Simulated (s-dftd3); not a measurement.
C₃H₇O, doublet, at a GFN2-xTB geometry; D3(zero) for revpbe run with s-dftd3 1.4.0.

s-dftd3 was given this input:
```
$ s-dftd3 mol.xyz --zero revpbe --json dftd3.json --noedisp --grad

# file mol.xyz
11

C      1.42045454    -0.07797504     0.80082338
C      0.62253858    -0.57672706    -0.33257488
O     -0.40465608     0.29361071    -0.75241760
C     -1.46210153     0.39205968     0.16817499
H      2.09719935    -0.73733592     1.30573689
H      1.43775174     0.97000712     1.02387976
H      1.25461016    -0.70377724    -1.22987282
H      0.20594725    -1.57534352    -0.09935914
H     -1.11764065     0.75992211     1.14103815
H     -2.17690498     1.09473276    -0.25503038
H     -1.94906388    -0.58123639     0.31440752
```

The log (banner, timings and long lists left out):

```
-----------------------------------
 s i m p l e   D F T - D 3  v1.4.0
-----------------------------------

Zero (Chai-Head-Gordon) damping: revpbe-D3(0)
--------------------
  s6         1.0000
  s8         1.0100
  s9         0.0000
 rs6         0.9230
 rs8         1.0000
 alp        14.0000
--------------------

Dispersion energy:      -9.1927468252348E-03 Eh

Gradient norm:           2.5388526699858E-03 Eh/a0
--------------------------------------------------
     #    Z           dE/dx      dE/dy      dE/dz
--------------------------------------------------
     1    6 C    -5.762E-04 -2.179E-04 -8.288E-04
     2    6 C     3.082E-04  1.826E-04  4.845E-04
     3    8 O    -4.658E-04 -8.875E-04  1.073E-03
     4    6 C    -3.020E-05 -1.494E-04 -2.311E-07
     5    1 H     7.228E-05  2.128E-04  1.098E-04
     6    1 H     7.998E-04 -3.668E-05  3.956E-04
     7    1 H    -4.013E-04  1.004E-04  7.854E-05
     8    1 H     1.557E-05  6.333E-04 -3.527E-04
     9    1 H    -3.335E-04 -1.096E-04 -6.999E-04
    10    1 H     3.566E-04 -2.793E-04  3.494E-05
    11    1 H     2.547E-04  5.511E-04 -2.943E-04
--------------------------------------------------

Virial:
--------------------------------------------------
      component           x          y          z
--------------------------------------------------
          x      -9.311E-04  1.300E-03  1.503E-03
          y       1.300E-03 -4.493E-03  1.097E-03
          z       1.503E-03  1.097E-03 -3.865E-03
--------------------------------------------------

[Info] JSON dump of results written to 'dftd3.json'
```
